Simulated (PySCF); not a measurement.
C₆H₇FP₂S.
Atom-mapped SMILES: `[CH3:1][S:2][c:3]1[p:4][c:5]([F:6])[p:7][cH:8][c:9]1[CH3:10]` (hydrogens: H11, H12, H13 on C1; H14 on C8; H15, H16, H17 on C10)

The same species was optimised twice, with GFN2-xTB and with PBE0-D3(BJ)/def2-SVP (PySCF), and the same property calculations (PySCF, gas phase) were run on both structures.

```json
{"coordinate": "C5–F6 (Å)", "GFN2-xTB": "1.364", "PBE0-D3(BJ)/def2-SVP": "1.344", "change": "-0.020"}
{"coordinate": "C3–C9 (Å)", "GFN2-xTB": "1.403", "PBE0-D3(BJ)/def2-SVP": "1.418", "change": "+0.015"}
{"coordinate": "C1–S2 (Å)", "GFN2-xTB": "1.809", "PBE0-D3(BJ)/def2-SVP": "1.796", "change": "-0.013"}
{"coordinate": "C8–C9 (Å)", "GFN2-xTB": "1.379", "PBE0-D3(BJ)/def2-SVP": "1.391", "change": "+0.012"}
{"coordinate": "S2–C3 (Å)", "GFN2-xTB": "1.767", "PBE0-D3(BJ)/def2-SVP": "1.760", "change": "-0.007"}
{"coordinate": "P4–C5 (Å)", "GFN2-xTB": "1.733", "PBE0-D3(BJ)/def2-SVP": "1.740", "change": "+0.007"}
{"coordinate": "C3–P4 (Å)", "GFN2-xTB": "1.752", "PBE0-D3(BJ)/def2-SVP": "1.758", "change": "+0.006"}
{"coordinate": "C5–P7 (Å)", "GFN2-xTB": "1.733", "PBE0-D3(BJ)/def2-SVP": "1.737", "change": "+0.004"}
{"coordinate": "C9–C10 (Å)", "GFN2-xTB": "1.501", "PBE0-D3(BJ)/def2-SVP": "1.505", "change": "+0.004"}
{"coordinate": "P7–C8 (Å)", "GFN2-xTB": "1.736", "PBE0-D3(BJ)/def2-SVP": "1.737", "change": "+0.001"}
{"coordinate": "C3–C9–C8 (°)", "GFN2-xTB": "124.8", "PBE0-D3(BJ)/def2-SVP": "123.2", "change": "-1.6"}
{"coordinate": "P4–C5–P7 (°)", "GFN2-xTB": "134.5", "PBE0-D3(BJ)/def2-SVP": "133.0", "change": "-1.5"}
{"coordinate": "C3–P4–C5 (°)", "GFN2-xTB": "101.4", "PBE0-D3(BJ)/def2-SVP": "102.8", "change": "+1.4"}
{"coordinate": "P7–C8–C9 (°)", "GFN2-xTB": "131.3", "PBE0-D3(BJ)/def2-SVP": "132.6", "change": "+1.3"}
{"coordinate": "C3–C9–C10 (°)", "GFN2-xTB": "117.3", "PBE0-D3(BJ)/def2-SVP": "118.6", "change": "+1.3"}
{"coordinate": "C1–S2–C3 (°)", "GFN2-xTB": "103.3", "PBE0-D3(BJ)/def2-SVP": "104.4", "change": "+1.1"}
{"coordinate": "S2–C3–P4 (°)", "GFN2-xTB": "116.7", "PBE0-D3(BJ)/def2-SVP": "117.7", "change": "+1.0"}
{"coordinate": "P4–C5–F6 (°)", "GFN2-xTB": "111.6", "PBE0-D3(BJ)/def2-SVP": "112.5", "change": "+0.9"}
{"coordinate": "C1–S2–C3–P4 (°)", "GFN2-xTB": "0", "PBE0-D3(BJ)/def2-SVP": "0", "change": "0"}
```

Rotational constants: A = 1341, B = 677.7, C = 452.8 MHz (GFN2-xTB) against A = 1336, B = 669.5, C = 448.5 MHz (PBE0-D3(BJ)/def2-SVP). Point groups within 0.08 Å: Cs and Cs. Atoms that the bonding makes alike are paired by their places after alignment.

On the GFN2-xTB structure: HOMO (eV) -6.51 [PBE0/pcSseg-1]; LUMO (eV) -2.12 [PBE0/pcSseg-1]; dipole (D) 3.24 [PBE0/pcSseg-1]; GIAO shielding of C1 (ppm) 163.8 [PBE0/pcSseg-1]; GIAO shielding of S2 (ppm) 414.9 [PBE0/pcSseg-1]; GIAO shielding of C3 (ppm) -0.8 [PBE0/pcSseg-1]; GIAO shielding of P4 (ppm) 138.4 [PBE0/pcSseg-1]; GIAO shielding of C5 (ppm) -65.2 [PBE0/pcSseg-1]; GIAO shielding of F6 (ppm) 225.4 [PBE0/pcSseg-1]; GIAO shielding of P7 (ppm) 137.8 [PBE0/pcSseg-1]; GIAO shielding of C8 (ppm) 23.8 [PBE0/pcSseg-1].

Q: What do these properties become on the PBE0-D3(BJ)/def2-SVP structure?

A: 
```json
{"property": "HOMO (eV)", "level": "PBE0/pcSseg-1", "on GFN2-xTB": "-6.51", "on PBE0-D3(BJ)/def2-SVP": "-6.48", "change": "+0.03"}
{"property": "LUMO (eV)", "level": "PBE0/pcSseg-1", "on GFN2-xTB": "-2.12", "on PBE0-D3(BJ)/def2-SVP": "-2.10", "change": "+0.02"}
{"property": "dipole (D)", "level": "PBE0/pcSseg-1", "on GFN2-xTB": "3.24", "on PBE0-D3(BJ)/def2-SVP": "3.21", "change": "-0.03"}
{"property": "energy, GFN2-xTB geometry as zero (kcal/mol)", "level": "PBE0/pcSseg-1", "on GFN2-xTB": "0.0", "on PBE0-D3(BJ)/def2-SVP": "-0.7", "change": "-0.7"}
{"property": "GIAO shielding of C1 (ppm)", "level": "PBE0/pcSseg-1", "on GFN2-xTB": "163.8", "on PBE0-D3(BJ)/def2-SVP": "163.9", "change": "+0.1"}
{"property": "GIAO shielding of S2 (ppm)", "level": "PBE0/pcSseg-1", "on GFN2-xTB": "414.9", "on PBE0-D3(BJ)/def2-SVP": "417.9", "change": "+3.0"}
{"property": "GIAO shielding of C3 (ppm)", "level": "PBE0/pcSseg-1", "on GFN2-xTB": "-0.8", "on PBE0-D3(BJ)/def2-SVP": "-1.8", "change": "-1.0"}
{"property": "GIAO shielding of P4 (ppm)", "level": "PBE0/pcSseg-1", "on GFN2-xTB": "138.4", "on PBE0-D3(BJ)/def2-SVP": "132.3", "change": "-6.1"}
{"property": "GIAO shielding of C5 (ppm)", "level": "PBE0/pcSseg-1", "on GFN2-xTB": "-65.2", "on PBE0-D3(BJ)/def2-SVP": "-65.2", "change": "0.0"}
{"property": "GIAO shielding of F6 (ppm)", "level": "PBE0/pcSseg-1", "on GFN2-xTB": "225.4", "on PBE0-D3(BJ)/def2-SVP": "227.0", "change": "+1.6"}
{"property": "GIAO shielding of P7 (ppm)", "level": "PBE0/pcSseg-1", "on GFN2-xTB": "137.8", "on PBE0-D3(BJ)/def2-SVP": "135.5", "change": "-2.3"}
{"property": "GIAO shielding of C8 (ppm)", "level": "PBE0/pcSseg-1", "on GFN2-xTB": "23.8", "on PBE0-D3(BJ)/def2-SVP": "21.6", "change": "-2.2"}
```

The heavy atoms differ by 0.022 Å rms after alignment. Among bonds between heavy atoms C5–F6 changes most (-0.020 Å). Changes are differences of the printed values. Neither structure is proved a minimum here.

Shape of the structure used: `[CH3:1][S:2][c:3]1[p:4][c:5]([F:6])[p:7][cH:8][c:9]1[CH3:10]`: C1–S2–C3–P4 0°.
